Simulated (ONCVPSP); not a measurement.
**Building the ONCV potential for magnesium (PBE, non-relativistic).**

magnesium (Mg), optimised norm-conserving Vanderbilt (ONCV), made with ONCVPSP 4.0.1 (PBE, non-relativistic). Core [He], reference 2s2 2p6 3s2. Waves: 2s+3s: rc 1.35 bohr, ncon 3, nbas 6, qcut 10.5 1/bohr, 2 projectors; 2p: rc 1.05 bohr, ncon 4, nbas 8, qcut 10.9 1/bohr, 3 projectors, debl 4 Ha. Local part: polynomial inside 0.85 bohr (lpopt 5, dvloc0 0 Ha). Core correction: Teter function, fcfact 2.75, rcfact 1.8.

Question: Does the generator finish with these settings?

Answer: Yes, a potential is produced and its reference levels are reproduced.

Question: Estimate the cutoffs (Ha) at which the residual kinetic energy of the hardest occupied pseudo-wave falls to 1 and 0.1 mHa per electron.

Answer: 55 Ha and 128 Ha.

Question: Does the potential have ghost states?

Answer: No bound ghost flagged; no localised positive-energy state flagged.

Question: Which valence shell sets the plane-wave cutoff?

Answer: 2p: 55 Ha for 1 mHa per electron, against 22 Ha for 2s.

Question: Tests: 2s2 2p6 3s1; 2s2 2p6 3s0; 2s2 2p6 3s1.5; 2s2 2p6 3s0 3p2. Which has the largest error in its energy relative to the reference configuration, and how large is it?

Answer: 2s2 2p6 3s0, with -1.8 meV (all-electron minus pseudo) on +22.95 eV.
